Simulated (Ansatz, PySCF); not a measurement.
Molecule: sum formula HSiO (charge 0, doublet). It need not be the lowest isomer of its formula. 
Geometry from a B3LYP-D3(BJ)/def2-TZVP (Ansatz, a first-principles code) optimisation:
```
O
H 1 0.9643
Si 1 1.6565 2 119.73
```
Charge 0, spin multiplicity 2.

Wanted: vertical electron affinity (to the triplet state of charge -1; a negative value means that the extra electron is unbound and the number depends on the basis; each state is the SCF solution reached for its spin), in eV. Correlated levels leave the core frozen unless marked. UHF or UKS for open shells. Spin-orbit coupling is left out. No relativistic terms. Anions need diffuse functions: aug- sets have them; def2-D sets add few. Basis-set limits of correlation are two-point, X^-3; Hartree-Fock from the larger set.

| level | program | vertical electron affinity (eV) |
|---|---|---|
| BHLYP/def2-TZVPD | Ansatz | 0.04 |
| M06-2X/def2-TZVPD | PySCF | 0.11 |
| wB97X/def2-TZVPD | Ansatz | 0.11 |
| MP2/aug-cc-pV(D+d)Z | Ansatz | 0.18 |

What does CCSD(T)/CBS(def2-TZVPPD,def2-QZVPPD) (Ansatz) give?

0.26 eV
